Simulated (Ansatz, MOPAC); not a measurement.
Spectroscopic constants of TaO, multiplicity 2 (the spin of the measured ground state). No spin–orbit coupling. The T1 diagnostic near the minimum is 0.049, so single-reference values are doubtful.

The constants come from a fifth-degree fit in 1/R (seven points, main isotopes). In def2 and cc sets the state is the lowest found near the PBE0 minimum, followed along R.

The state that PM7 reach isn't checked; PM7 holds dispersion and hydrogen-bond terms.

Programs: Ansatz (a first-principles code); MOPAC for PM7 (differences of heats of formation). Each number belongs to the level named beside it. In def2 rows elements past Kr take small-core potentials, without spin–orbit coupling.

### Question
What bond length and harmonic frequency does PM7 give?

### Answer
r_e = 1.766 Å, ω_e = 1004 cm⁻¹.

### Question
What bond length and harmonic frequency does PBE/def2-TZVPP give, and what D_e (from each atom's lowest state at the same level)?

### Answer
r_e = 1.698 Å, ω_e = 1012 cm⁻¹, D_e = 8.71 eV.

### Question
What bond length and harmonic frequency does CAM-B3LYP/def2-TZVPP give, and what D_e (from each atom's lowest state at the same level)?

### Answer
r_e = 1.682 Å, ω_e = 1071 cm⁻¹, D_e = 7.89 eV.

Measured for the ground state: r_e 1.6875 Å, ω_e 1028.7 cm-1, ω_e x_e 3.51 cm-1, B_e 0.40284 cm-1, α_e 0.00182 cm-1 [Huber and Herzberg (1979), NIST Chemistry WebBook].

Doubts at one or more of the structures used: a spin-contaminated determinant (PBE/def2-TZVPP).
